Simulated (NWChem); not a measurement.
Molecule: CdHSCl; SMILES [SH][Cd][Cl]

```xyz
4

Cd     0.0121    -0.0112     0.0000
Cl     0.0013    -2.2987     0.0000
S      0.0438     2.3248     0.0000
H     -1.3055     2.4194     0.0000
```
Atoms are numbered in this order, from 1.

Computed with NWChem. Coordinates come from a PBE0/def2-SVP optimisation. def2 effective core potentials on Cd; no spin-orbit coupling. Ions are spin-unrestricted doublets at the neutral geometry; other ion states weren't tried.

For level BHandHLYP/def2-SVP:

```
Property       Value
-------------  -----
−ε(HOMO) (eV)   8.43
```

Question: Estimate the same quantities for level r2SCAN/def2-SVP.

Answer: The −ε(HOMO) (eV) is 6.50.
